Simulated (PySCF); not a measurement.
M06 on B- (boron, charge -1), [He] 2s2 2p2, high-spin 3P determinant. All numbers are calculated (PySCF 2.14, scalar relativity by spin-free X2C-1e, in aug-cc-pVQZ-DK (6s5p4d3f2g, 80 functions)).

```
cycle= 1 E= -24.6597494664647  delta_E= -0.00625  |g|= 0.0141  |ddm|= 0.497
cycle= 2 E= -24.6599242601  delta_E= -0.000175  |g|= 0.0051  |ddm|= 0.0847
cycle= 3 E= -24.6598928768697  delta_E= 3.14e-05  |g|= 0.00682  |ddm|= 0.0489
cycle= 4 E= -24.6599650069024  delta_E= -7.21e-05  |g|= 0.000746  |ddm|= 0.0289
cycle= 5 E= -24.6599660761033  delta_E= -1.07e-06  |g|= 0.00017  |ddm|= 0.00642
cycle= 6 E= -24.6599661509816  delta_E= -7.49e-08  |g|= 3.2e-05  |ddm|= 0.00159
cycle= 7 E= -24.659966153231  delta_E= -2.25e-09  |g|= 2.34e-06  |ddm|= 0.000403
cycle= 8 E= -24.6599661532352  delta_E= -4.15e-12  |g|= 9.97e-07  |ddm|= 1.13e-05
converged SCF energy = -24.6599661532352  <S^2> = 2.0025132  2S+1 = 3.001675
```

Highest occupied orbital energy: 1.260 eV; ⟨L²⟩ = 2.00; populations by l: s 4.00, p 2.00, d 0.00, f 0.00.

Problem. Can this result be used?

Solution. With care. Self-consistency was reached. At M06 the highest occupied level has a positive energy, so only the finite basis holds that electron; in a semilocal or global hybrid functional this comes from self-interaction and does not mean that the real anion is unbound.
